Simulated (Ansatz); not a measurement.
Cd₈Te₉⁻. The state is a doublet with charge -1. Geometry PBE-D4/def2-SVP; atoms count from 1.

```xyz
17

Cd   -1.777    1.491   -2.965
Cd    2.067   -3.037   -1.962
Cd   -0.955   -1.040    2.856
Cd   -0.620   -4.024   -1.536
Cd    1.751   -2.427    1.142
Cd   -1.411    4.295   -2.026
Cd    3.410   -0.601   -1.287
Cd    0.597    3.532   -0.009
Te   -0.626   -3.572    1.753
Te   -1.544   -1.438   -2.948
Te    1.489    1.398   -2.196
Te   -2.926    2.303   -0.166
Te    1.138    0.986    1.994
Te   -2.686    0.653    4.146
Te   -1.549    2.502    2.258
Te   -0.100   -0.390   -0.698
Te    3.741   -0.630    1.645
```

In the def2 sets Cd, Te take a core potential; there is no spin–orbit coupling. Single mean-field runs in def2-SVP are fitted with def2-universal-jkfit. Another isomer (doublet) lies 4.22 eV lower at PBE0-D4/def2-SVP; other spin states weren't run for this one.

(1) Estimate the Mulliken populations from the PBE0/def2-SVP orbitals of Ansatz.

(2) Where does the spin sit?

(3) And the Mayer bond orders between heavy atoms (over 0.3)?

Answers

(1) 
| atom | charge (e) | spin (α − β) | d electrons |
| --- | --- | --- | --- |
| Cd1 | 0.17 | 0.19 | 10.01 |
| Cd2 | 0.03 | 0.07 | 9.99 |
| Cd3 | 0.48 | 0.01 | 10.02 |
| Cd4 | 0.12 | 0.00 | 10.00 |
| Cd5 | 0.23 | 0.03 | 10.02 |
| Cd6 | 0.06 | 0.26 | 10.00 |
| Cd7 | 0.24 | 0.26 | 10.01 |
| Cd8 | 0.05 | 0.03 | 10.00 |
| Te9 | -0.46 | 0.00 | – |
| Te10 | -0.35 | 0.00 | – |
| Te11 | -0.27 | 0.01 | – |
| Te12 | -0.28 | 0.07 | – |
| Te13 | -0.26 | 0.00 | – |
| Te14 | -0.36 | 0.03 | – |
| Te15 | 0.00 | -0.01 | – |
| Te16 | -0.04 | 0.00 | – |
| Te17 | -0.38 | 0.07 | – |
Mulliken values depend strongly on the basis.

(2) Summed by element: Cd 0.84, Te 0.16, of 1 unpaired in all. Largest on single atoms: Cd7 0.26, Cd6 0.26, Cd1 0.19.

(3) Cd1–Cd6 0.41 (2.98 Å); Cd1–Te10 0.51 (2.94 Å); Cd1–Te12 0.35 (3.13 Å); Cd2–Cd4 0.52 (2.89 Å); Cd2–Cd7 0.53 (2.86 Å); Cd3–Te9 0.71 (2.78 Å); Cd3–Te13 0.37 (3.04 Å); Cd3–Te14 0.83 (2.74 Å); Cd4–Te10 0.32 (3.09 Å); Cd5–Te9 0.88 (2.71 Å); Cd5–Te17 0.80 (2.73 Å); Cd6–Cd8 0.40 (2.95 Å); Cd6–Te12 0.39 (3.12 Å); Cd7–Te11 0.49 (2.92 Å); Cd7–Te17 0.52 (2.95 Å); Te10–Te16 0.85 (2.87 Å); Te11–Te16 0.96 (2.82 Å); Te12–Te15 0.92 (2.80 Å); Te13–Te15 0.49 (3.10 Å); Te13–Te17 0.56 (3.08 Å); Te14–Te15 0.84 (2.88 Å).
